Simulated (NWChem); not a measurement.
**Atomisation of IIn**

```xyz
2

In     0.0000     0.0000    -1.4610
I      0.0000     0.0000     1.3507
```
Charge 0, spin multiplicity 1.

Program: NWChem. All single points use one geometry, from PBE/def2-SVP with def2 effective core potentials on In, I, a minimum by its harmonic frequencies.

Basis set: def2-TZVP. The atomisation energy is electronic alone: no zero-point, thermal, spin-orbit or counterpoise terms. No value is extrapolated to the basis-set limit. Free atoms are single determinants with multiplicities In 2, I 2. Correlated methods freeze the same cores in atoms and molecule, 8 orbitals in all.

The cost column gives rough processor time relative to HF; each entry includes its own SCF. Costs are the molecule's.

Effective core potentials replace the inner electrons of I; spin-orbit coupling is left out. B3LYP has NWChem's definition, with VWN1-RPA local correlation. GW and range-separated runs recompute their integrals, the others keep them in memory, which bears on the times. The structure started from a generated list of species. The stability of the SCF solutions was not checked. Open-shell Hartree-Fock references start from PBE0 orbitals; any time given for them includes that run. No row is a measurement; the coupled-cluster row has its own basis-set and correlation limits.

```json
[
 {"method": "HF", "atomisation energy (kcal/mol)": "60.5", "relative cost": "1"},
 {"method": "PBE", "atomisation energy (kcal/mol)": "[?]", "relative cost": "under 3"},
 {"method": "PBE0", "atomisation energy (kcal/mol)": "[?]", "relative cost": "under 3"},
 {"method": "B3LYP", "atomisation energy (kcal/mol)": "82.1", "relative cost": "under 3"},
 {"method": "r2SCAN", "atomisation energy (kcal/mol)": "85.7", "relative cost": "under 3"},
 {"method": "M06-2X", "atomisation energy (kcal/mol)": "77.4", "relative cost": "under 3"},
 {"method": "MP2", "atomisation energy (kcal/mol)": "[?]", "relative cost": "3"},
 {"method": "CAM-B3LYP", "atomisation energy (kcal/mol)": "80.9", "relative cost": "20"},
 {"method": "CCSD(T)", "atomisation energy (kcal/mol)": "82.2", "relative cost": "20"}
]
```

**Question.** Some entries are withheld; supply them.

**Answer.** 
- PBE, atomisation energy (kcal/mol): 86.6
- PBE0, atomisation energy (kcal/mol): 84.4
- MP2, atomisation energy (kcal/mol): 87.2
